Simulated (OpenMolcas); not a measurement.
A ladder of methods for MoCl4O (SMILES O=[Mo](Cl)(Cl)(Cl)Cl)

MoCl4O has 6 atoms, charge 0, and is taken as a singlet. As SMILES, `O=[Mo](Cl)(Cl)(Cl)Cl`. The shape is that of a PBE0-D4/def2-TZVP optimisation.

```xyz
6

O    -0.6473   -1.5528    0.7399
Mo   -0.0603   -0.1449    0.0688
Cl    2.0650   -0.7546    0.3823
Cl   -1.0478   -0.5412   -1.8943
Cl    0.7752    1.8619   -0.8849
Cl   -1.0848    1.1316    1.5882
```

Each level gives the HOMO–LUMO gap (eV). The values are calculated.

```tsv
level	kind	program	value (eV)	CPU time
HF/def2-SVP (core potential)	Hartree–Fock	OpenMolcas	10.01	43 s
SVWN5/def2-SVP (core potential)	LDA	OpenMolcas	2.33	82 s
PBE/def2-SVP (core potential)	GGA	OpenMolcas	2.32	97 s
M06-L/def2-SVP (core potential)	meta-GGA	OpenMolcas	2.45	98 s
TPSS/def2-SVP (core potential)	meta-GGA	OpenMolcas	2.41	2.1 min
r2SCAN/def2-SVP (core potential)	meta-GGA	OpenMolcas	2.53	1.7 min
BHLYP/def2-SVP (core potential)	global hybrid	OpenMolcas	5.92	81 s
B2PLYP/def2-SVP (core potential)	double hybrid	OpenMolcas	6.16	64 s
```

The values span 2.32 to 10.01 eV. Orbital gaps aren't excitation energies, and those of double hybrids come from the SCF part alone; they tend to grow with the share of exact exchange. Times are those of the runs behind each value, whatever else they computed, on shared processors of several kinds: orders of magnitude only.
